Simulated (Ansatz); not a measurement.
Ansatz (a quantum-chemistry and plane-wave program) input:

Ansatz 0.2 input:
```yaml
crystal:
  periodic: [false, false, false]
  atoms:
    - {symbol: B, position_ang: [0.82673767, -0.12463572, -0.24991220]}
    - {symbol: I, position_ang: [0.26659967, -1.05280192, 1.55071994]}
    - {symbol: I, position_ang: [-0.34459379, 1.06456001, -1.52714332]}
basis:
  gaussian:
    orbitals: def2-TZVPD
hamiltonian:
  xc: {name: B3LYP}
total_charge: -1
magnetization: {spin_polarized: true, initial_magnetization: 2}
```

**Question.** Which total energy does the run end on?

**Answer.** -620.47176 Eh (B3LYP/def2-TZVPD). The basis has 155 functions.

This state (charge -1, triplet) is run at the relaxed geometry of the species with charge 0 and multiplicity 2.
